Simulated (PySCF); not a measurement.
Computed shifts of a molecule C3H7NSi, PBE/pcSseg-1 (PySCF), GIAO, gas phase, atoms alike by connectivity averaged where their shifts nearly agree, in ppm (number of nuclei): ¹³C: 221.8 (1), 111.0 (1), 96.7 (1). ¹⁵N: 44.3 (1). ²⁹Si: -61.5 (1). ¹H: 6.71 (1), 6.20 (2), 4.93 (3), 1.43 (1). References: ¹³C against TMS (σ = 182.0 ppm); ¹⁵N against NH3 (σ = 267.0 ppm); ²⁹Si against TMS (σ = 335.4 ppm); ¹H against TMS (σ = 31.49 ppm), references at their B3LYP-D3(BJ)/def2-TZVP geometries, non-relativistic. Geometry optimised at ωB97X-D3(BJ)/def2-SVP. Other conformers were not sampled.

Question: Which structure fits?
A. C=C=C[SiH2]N
B. C=C=CN[SiH3]
C. C=C1CN[SiH2]1
D. C#C[Si@@H](C)N

Answer: B, C=C=CN[SiH3]
